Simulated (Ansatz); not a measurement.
Computed with Ansatz on PBE0-D4/def2-TZVP structures; ΔE is electronic, products minus reactants. CCSD(T)/CBS adds triple-zeta CCSD(T) − MP2 to the extrapolated MP2 energy (def2 sets, frozen cores). This one scheme is used for every species. DFT in def2-TZVPP. B3LYP here is the variant with VWN-RPA as its local correlation; programs differ in this. HSE06 is defined as in plane-wave codes. Elements past krypton have def2 core potentials. For In outer-core shells are correlated without core-valence functions, which leaves a few kJ/mol of doubt a bond. Each species was taken in one conformer, which may not be the lowest.

`[CH3][In]([NH2])[Cl]` + H₂ → `[NH2][InH][Cl]` + CH₄  (hydrogenolysis of the In–C bond)

`[CH3][In]([NH2])[Cl]`:

```xyz
9

C     0.282    1.022    1.399
In   -0.044   -0.518   -0.031
N    -0.164   -0.533   -2.031
Cl   -0.102   -2.741    0.734
H     0.311    0.580    2.393
H     1.230    1.519    1.192
H    -0.521    1.759    1.348
H    -0.515   -1.371   -2.469
H    -0.476    0.284   -2.534
```

H₂:

Z-matrix (Å, degrees):
```
H
H 1 0.746
```

`[NH2][InH][Cl]`:

Cartesian coordinates in Å:
```
N -1.095 0.308 0.222
In 0.744 -0.446 0.044
Cl 1.629 0.166 -2.032
H -1.541 0.402 1.120
H -1.371 1.052 -0.398
H 1.634 -1.482 1.044
```

CH₄:

Cartesian coordinates in Å:
```
C 0.000 0.000 0.000
H -0.367 0.450 0.922
H -0.077 0.722 -0.812
H -0.597 -0.880 -0.238
H 1.042 -0.292 0.128
```

```json
{"level": "LDA (SPW92)", "ΔE (kcal/mol)": "-10.3", "difference from CCSD(T)/CBS": "-2.1"}
{"level": "PBE-D4", "ΔE (kcal/mol)": "-9.0", "difference from CCSD(T)/CBS": "-0.8"}
{"level": "revPBE-D4", "ΔE (kcal/mol)": "-8.5", "difference from CCSD(T)/CBS": "-0.3"}
{"level": "BLYP-D4", "ΔE (kcal/mol)": "-9.0", "difference from CCSD(T)/CBS": "-0.8"}
{"level": "r2SCAN-D4", "ΔE (kcal/mol)": "-9.8", "difference from CCSD(T)/CBS": "-1.6"}
{"level": "PBE0-D4", "ΔE (kcal/mol)": "-10.1", "difference from CCSD(T)/CBS": "-1.9"}
{"level": "B3LYP-D4", "ΔE (kcal/mol)": "-10.1", "difference from CCSD(T)/CBS": "-1.9"}
{"level": "r2SCANh-D4", "ΔE (kcal/mol)": "-10.1", "difference from CCSD(T)/CBS": "-1.9"}
{"level": "r2SCAN0-D4", "ΔE (kcal/mol)": "-10.5", "difference from CCSD(T)/CBS": "-2.3"}
{"level": "HSE06-D4", "ΔE (kcal/mol)": "-10.1", "difference from CCSD(T)/CBS": "-1.9"}
{"level": "BHLYP-D4", "ΔE (kcal/mol)": "-11.5", "difference from CCSD(T)/CBS": "-3.3"}
{"level": "CAM-B3LYP-D4", "ΔE (kcal/mol)": "-11.3", "difference from CCSD(T)/CBS": "-3.1"}
{"level": "ωB97M-V", "ΔE (kcal/mol)": "-10.1", "difference from CCSD(T)/CBS": "-1.9"}
{"level": "B2PLYP", "ΔE (kcal/mol)": "-10.1", "difference from CCSD(T)/CBS": "-1.9"}
{"level": "PBE-QIDH", "ΔE (kcal/mol)": "-9.8", "difference from CCSD(T)/CBS": "-1.6"}
{"level": "PBE", "ΔE (kcal/mol)": "-9.9", "difference from CCSD(T)/CBS": "-1.7"}
{"level": "revPBE", "ΔE (kcal/mol)": "-10.1", "difference from CCSD(T)/CBS": "-1.9"}
{"level": "BLYP", "ΔE (kcal/mol)": "-10.8", "difference from CCSD(T)/CBS": "-2.6"}
{"level": "PBE0", "ΔE (kcal/mol)": "-10.9", "difference from CCSD(T)/CBS": "-2.7"}
{"level": "B3LYP", "ΔE (kcal/mol)": "-11.6", "difference from CCSD(T)/CBS": "-3.4"}
{"level": "r2SCANh", "ΔE (kcal/mol)": "-10.4", "difference from CCSD(T)/CBS": "-2.2"}
{"level": "r2SCAN0", "ΔE (kcal/mol)": "-10.8", "difference from CCSD(T)/CBS": "-2.6"}
{"level": "HSE06", "ΔE (kcal/mol)": "-10.9", "difference from CCSD(T)/CBS": "-2.7"}
{"level": "BHLYP", "ΔE (kcal/mol)": "-12.9", "difference from CCSD(T)/CBS": "-4.7"}
{"level": "CAM-B3LYP", "ΔE (kcal/mol)": "-12.2", "difference from CCSD(T)/CBS": "-4.0"}
{"level": "LC-ωPBE", "ΔE (kcal/mol)": "-11.5", "difference from CCSD(T)/CBS": "-3.3"}
{"level": "HF/def2-SVP", "ΔE (kcal/mol)": "-17.1", "difference from CCSD(T)/CBS": "-8.9"}
{"level": "MP2/def2-SVP", "ΔE (kcal/mol)": "-10.6", "difference from CCSD(T)/CBS": "-2.4"}
{"level": "CCSD/def2-SVP", "ΔE (kcal/mol)": "-12.9", "difference from CCSD(T)/CBS": "-4.7"}
{"level": "CCSD(T)/def2-SVP", "ΔE (kcal/mol)": "-12.1", "difference from CCSD(T)/CBS": "-3.9"}
{"level": "HF/def2-TZVPP", "ΔE (kcal/mol)": "-15.5", "difference from CCSD(T)/CBS": "-7.3"}
{"level": "MP2/def2-TZVPP", "ΔE (kcal/mol)": "-6.8", "difference from CCSD(T)/CBS": "1.4"}
{"level": "CCSD/def2-TZVPP", "ΔE (kcal/mol)": "-10.1", "difference from CCSD(T)/CBS": "-1.9"}
{"level": "CCSD(T)/def2-TZVPP", "ΔE (kcal/mol)": "-8.9", "difference from CCSD(T)/CBS": "-0.7"}
{"level": "HF/def2-QZVPP", "ΔE (kcal/mol)": "-15.4", "difference from CCSD(T)/CBS": "-7.2"}
{"level": "MP2/def2-QZVPP", "ΔE (kcal/mol)": "-6.4", "difference from CCSD(T)/CBS": "1.8"}
{"level": "SCS-MP2/def2-QZVPP", "ΔE (kcal/mol)": "-8.1", "difference from CCSD(T)/CBS": "0.1"}
{"level": "HF/CBS(def2)", "ΔE (kcal/mol)": "-15.4", "difference from CCSD(T)/CBS": "-7.2"}
{"level": "MP2/CBS(def2)", "ΔE (kcal/mol)": "-6.1", "difference from CCSD(T)/CBS": "2.1"}
{"level": "CCSD/CBS(def2)", "ΔE (kcal/mol)": "-9.4", "difference from CCSD(T)/CBS": "-1.2"}
{"level": "CCSD(T)/CBS", "ΔE (kcal/mol)": "-8.2", "difference from CCSD(T)/CBS": "0"}
```

Largest T1 diagnostic among the species: 0.014.

At CCSD(T), def2-SVP lies −3.9 kcal/mol from the extrapolated value and def2-TZVPP −0.7 kcal/mol. From PBE to PBE0 (25 % exact exchange), in def2-TZVPP and without D4, ΔE moves by −1.0 kcal/mol.
